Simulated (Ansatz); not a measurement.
`[NH2][In]([Br])[Br]` + H–F → `[NH2][In]([F])[Br]` + HBr at 400 K and 1 bar (ligand exchange at the In–Br bond).

Gas-phase electronic energies from Ansatz, PBE0-D4/def2-TZVP geometries. CCSD(T)/CBS adds triple-zeta CCSD(T) − MP2 to the extrapolated MP2 energy (def2 sets, frozen cores). This one scheme is used for every species. def2 core potentials past Kr. For Br, In outer-core shells are correlated without core-valence functions, which leaves a few kJ/mol of doubt a bond. Scalar relativity is left out up to krypton. One conformer a species, not always the lowest.

```json
{"species": "`[NH2][In]([Br])[Br]`", "CCSD(T)/CBS energy (Eh)": "-5392.48319", "H − E (kJ/mol)": "100.6", "S (J/(mol·K))": "408.1"}
{"species": "H–F", "CCSD(T)/CBS energy (Eh)": "-100.39570", "H − E (kJ/mol)": "36.5", "S (J/(mol·K))": "182.2"}
{"species": "`[NH2][In]([F])[Br]`", "CCSD(T)/CBS energy (Eh)": "-2918.92828", "H − E (kJ/mol)": "101.8", "S (J/(mol·K))": "385.1"}
{"species": "HBr", "CCSD(T)/CBS energy (Eh)": "-2573.91920", "H − E (kJ/mol)": "27.6", "S (J/(mol·K))": "207.2"}
```

H − E and S are ideal-gas, rigid-rotor, harmonic terms from PBE0-D4/def2-TZVP, for one conformer and one mirror image of each species. 1 Eh = 2625.50 kJ/mol, R = 8.31446 J/(mol·K).

Question: By hand: ΔE, ΔH, ΔS and ΔG.

Answer: ΔE = (-2918.92828) + (-2573.91920) − (-5392.48319) − (-100.39570) = 0.03141 Eh = 82.5 kJ/mol. Δ(H − E) = 101.8 + 27.6 − 100.6 − 36.5 = -7.7, so ΔH = 74.8 kJ/mol. ΔS = 385.1 + 207.2 − 408.1 − 182.2 = 2.0 J/(mol·K). ΔG = 74.8 − 400 × (2.0)/1000 = 74.0 kJ/mol.

Question: By hand: the equilibrium constant, and the temperature at which ΔG would vanish if ΔH and ΔS stayed fixed.

Answer: log₁₀ K = −ΔG/(RT ln 10) = -9.7. ΔG = 0 at ΔH/ΔS = 37400 K, far beyond where these terms or the molecules hold.

The number of gas molecules stays the same, so ΔS is small and ΔH decides. A doubt of 5 kJ/mol in ΔE shifts log₁₀ K by 0.7 here. Other conformers and mirror images would add mixing entropy, several J/(mol·K) or more a flexible species. These are equilibria of isolated gas molecules and say nothing of rates. Largest T1 diagnostic: 0.013 (customary marks: 0.02 for closed shells, 0.045 for open ones).
